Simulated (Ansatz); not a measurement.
```xyz
14

F    -0.875   -1.768   -1.345
C     0.224   -1.250   -0.721
C    -0.184   -0.189    0.291
F    -0.824   -0.771    1.345
C    -1.159    0.851   -0.319
F    -0.733    1.232   -1.523
F    -2.367    0.326   -0.442
F    -1.260    1.935    0.446
C     1.090    0.483    0.856
F     0.832    1.190    1.943
F     1.984   -0.454    1.182
F     1.645    1.280   -0.055
H     0.889   -0.815   -1.470
H     0.737   -2.051   -0.186
```

The species carries charge 0 and has multiplicity 1.

(1) List the CAM-B3LYP/def2-TZVPP orbital energies in eV (Ansatz). (Best estimate.)

Answers

(1) Computed: Occupied: -675.62, -675.56, -675.49, -675.39, -675.31, -675.26, -674.94, -674.26, -286.87, -286.69, -283.31, -282.19, -39.38, -39.10, -36.92, -36.75, -36.68, -36.54, -36.47, -35.90, -25.87, -22.63, -22.57, -20.85, -19.87, -19.56, -19.39, -19.19, -18.87, -18.44, -17.07, -16.57, -16.51, -15.99, -15.88, -15.76, -15.63, -15.21, -15.05, -15.00, -14.72, -14.47, -14.35, -14.20, -14.11, -13.92, -12.52, -12.38, -12.06. Lowest empty: 1.81, 2.23, 2.72, 3.16, 3.60, 4.28, 4.66, 5.12.
